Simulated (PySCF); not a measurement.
def2 core potentials replace the inner electrons of Sn.

Delta-SCF ions had no search for a lower state. Excitations are Tamm–Dancoff values on a coarser integration grid. The basis has no diffuse functions, so Rydberg states are missing or too high.

Cartesian coordinates (Å):
SMILES: C=C[CH2][Sn]([O]C)([O]C)[O]C
```xyz
24

C      3.2176     1.4503     0.0929
C      2.3574     0.7811    -0.6806
C      1.8674    -0.5994    -0.4205
Sn    -0.1830    -0.5172     0.2330
O     -1.1533     0.5438    -1.1341
C     -2.5397     0.7252    -1.0400
O     -0.4907     0.3153     1.9971
C     -0.3617     1.7023     2.1585
O     -1.1261    -2.2457     0.4382
C     -1.2599    -3.1067    -0.6562
H      3.5224     2.4702    -0.1524
H      3.6478     1.0024     0.9946
H      1.9456     1.2756    -1.5687
H      1.8621    -1.2231    -1.3273
H      2.4375    -1.1145     0.3662
H     -2.8977     1.2026    -1.9679
H     -2.8280     1.3813    -0.1963
H     -3.0934    -0.2256    -0.9196
H     -0.7951     1.9804     3.1340
H     -0.8944     2.2837     1.3817
H      0.6936     2.0352     2.1540
H     -1.8012    -2.6486    -1.5070
H     -0.2891    -3.4781    -1.0424
H     -1.8380    -3.9903    -0.3372
```
Charge 0, spin multiplicity 1.

Problem. Predict the vertical ionisation energy (Delta-SCF), HOMO–LUMO gap, total energy, S1 excitation (TDA), HOMO, LUMO, dipole moment and S1 oscillator strength from CAM-B3LYP-D3(BJ)/def2-SVP // PBE0-D3(BJ)/def2-SVP run with PySCF 2.14.0.

Solution. 
- vertical ionisation energy (Delta-SCF): 8.96 eV
- HOMO–LUMO gap: 8.51 eV
- total energy: -676.4365 Ha
- S1 excitation (TDA): 5.58 eV
- HOMO: -8.31 eV
- LUMO: 0.20 eV
- dipole moment: 0.463 e·Å
- S1 oscillator strength: 0.096
